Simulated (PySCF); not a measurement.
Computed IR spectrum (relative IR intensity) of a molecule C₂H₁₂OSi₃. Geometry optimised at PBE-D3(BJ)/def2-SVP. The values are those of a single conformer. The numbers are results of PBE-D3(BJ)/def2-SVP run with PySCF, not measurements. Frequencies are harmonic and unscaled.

Lines under 2 % of the strongest are left out, and lines within 2 cm⁻¹ are merged.

ν (cm⁻¹): 214 (vw), 311 (w), 442 (w), 552 (w), 651 (m), 661 (m), 708 (w), 741 (m), 787 (w), 812 (vs), 845 (vs), 874 (w), 895 (m), 906 (m), 943 (m), 1083 (w), 1106 (vs), 1130 (w), 1369 (m), 1402 (vw), 2118 (s), 2134 (m), 2145 (w), 2149 (m), 2163 (s), 2168 (m), 2183 (s), 2893 (m), 2942 (m), 2978 (w), 3074 (w) (against the strongest line: vs over 80 %, s over 45 %, m over 15 %, w over 4 %, vw less)

Task: Which molecule gave these data?
A. COC[SiH]([SiH3])[SiH3]
B. C[Si@](O)([SiH3])C[SiH3]
C. CCO[SiH2][SiH2][SiH3]
D. C[C@@H](O)[SiH]([SiH3])[SiH3]

Result: C, CCO[SiH2][SiH2][SiH3]
